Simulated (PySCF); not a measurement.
A geometry optimisation on `C[C@@H]1C[SiH2]C[C@](F)(C#N)O1`.

Computed with PBE0-D3(BJ)/def2-SVP geometry optimisation, gas phase (PySCF 2.14.0). Start geometry: GFN2-xTB. A driver script takes a list of jobs; this job's settings line and coordinates (Å) are shown.

Command:
```bash
OMP_NUM_THREADS=1 python probes_run.py task.json out
```

Input:
```
{"job": {"xc": "PBE0", "basis": "def2-SVP", "d3": "d3bj", "grid": 1, "kind": "geom"}, "charge": 0, "multiplicity": 1}
C      2.516842     0.321963    -0.443284
C      1.155865    -0.069161     0.118637
C      0.580155    -1.299070    -0.586301
Si    -1.184208    -1.647111     0.032067
C     -1.929138     0.108652     0.025927
C     -0.895720     1.088737     0.579693
F     -0.726624     0.806096     1.943133
C     -1.438945     2.448119     0.477578
N     -1.913510     3.481027     0.375284
O      0.329792     1.090647    -0.045256
H      2.879785     1.217364     0.053950
H      2.430002     0.528312    -1.507071
H      3.226292    -0.486340    -0.290040
H      1.251848    -0.276370     1.193652
H      1.250199    -2.138965    -0.407917
H      0.578837    -1.111582    -1.662105
H     -1.174050    -2.181178     1.395115
H     -1.935256    -2.489094    -0.898366
H     -2.832488     0.189652     0.629063
H     -2.174826     0.428981    -0.986796
```

Task: Give the output.

Result: 
```
step   0  E = -752.89464933  max force = 0.033105
step   1  E = -752.89556519  max force = 0.009461
step   2  E = -752.89718773  max force = 0.006721
step   3  E = -752.89772276  max force = 0.002344
step   4  E = -752.89781801  max force = 0.000942
step   5  E = -752.89786756  max force = 0.000843
step   6  E = -752.89789033  max force = 0.000924
step   7  E = -752.89791066  max force = 0.000566
step   8  E = -752.89792190  max force = 0.000377
optimisation converged
```

Energies in Eh; «max force» is the largest Cartesian gradient component in Eh/bohr.

Task: Give the first gradient maximum in eV/Å.

Result: With 1 Eh/bohr = 51.422 eV/Å, 1.702 eV/Å.

Task: How much energy does the optimisation release, in eV?

Result: E(step 0) − E(last step) = 0.003273 Eh, which is 0.089 eV.

Main results: final energy -752.89792 Eh after 8 steps; dipole 4.56 D.

Task: Where do the atoms end?

Result: 0.043 Å rms from the input after alignment:
```
atom  x, y, z in Å
C1     2.3067   -0.0072   -1.4579
C2     1.1882   -0.4426   -0.5380
C3     0.5055   -1.7339   -0.9875
Si4   -1.0081   -2.1033    0.0729
C5    -1.8041   -0.3916    0.2299
C6    -0.7197    0.6592    0.4429
F7    -0.1745    0.4564    1.6966
C8    -1.2931    2.0292    0.4371
N9    -1.7778    3.0779    0.4351
O10    0.2729    0.6650   -0.5043
H11    2.7658    0.9219   -1.0919
H12    1.9186    0.1730   -2.4718
H13    3.0798   -0.7870   -1.5115
H14    1.5904   -0.5752    0.4814
H15    1.2313   -2.5622   -0.9563
H16    0.1857   -1.6267   -2.0388
H17   -0.6245   -2.6409    1.4113
H18   -1.9452   -3.0584   -0.5889
H19   -2.5359   -0.3291    1.0485
H20   -2.3284   -0.1554   -0.7094
```

Task: Estimate the wall time. Hardware: one thread of an Arm Neoverse V1, on a shared host. And the peak memory of the process?

Result: About 3.8 min, with 0.90 GiB resident at the peak, the Python interpreter and its libraries included.
Labels such as C1 count atoms from 1, the log's own numbers from 0.
